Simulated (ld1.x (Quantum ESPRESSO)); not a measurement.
Configuration tests for bismuth (Bi) (TM semilocal)

* Element: bismuth (Bi)
* Generator: ld1.x (Quantum ESPRESSO) 7.5
* Type: norm-conserving Troullier–Martins (semilocal form)
* Functional: LDA (PZ)
* Relativity: scalar-relativistic
* Frozen core: [Xe] 4f14 5d10
* Valence charge: 5
* Reference configuration: 6s2 6p3
* Partial waves: 6s (bound): rc 1.85 bohr; 6p (bound): rc 1.85 bohr; 6d channel at 0.3 Ry: rc 2.00 bohr
* Local potential: the d channel
* Core correction: none

Energies are relative to the spin-unpolarised reference configuration 6s2 6p3; without spin polarisation the order of configurations can differ from experiment. Spin-polarised rows fill each open shell by Hund’s rule, majority spin first. The frozen-core shift is the all-electron ΔE with the core orbitals held at their reference shape minus the fully relaxed ΔE.

```csv
valence configuration,charge,ΔE all-electron (eV),error AE − PS (meV),frozen-core shift (meV)
6s2 6p2,+1,8.154,+4.6,+15
6s2 6p1,+2,23.719,+34,+89
6s2 6p0,+3,47.434,+119,+304
6s0 6p5,0,20.722,+148,+103
6s1 6p4,0,10.177,+29,+26
6s1 6p3,+1,19.049,+31,+72
6s2 6p2 (spin-polarised),+1,7.602,+136,+23
```

Question: What are ΔE and the potential's error for 6s1 6p0?

Answer: ΔE = 93.349 eV all-electron; the error (AE − PS) is +404 meV.

Question: What are ΔE and the potential's error for 6s2 6p3 (spin-polarised)?

Answer: ΔE = -1.024 eV all-electron; the error (AE − PS) is +197 meV.
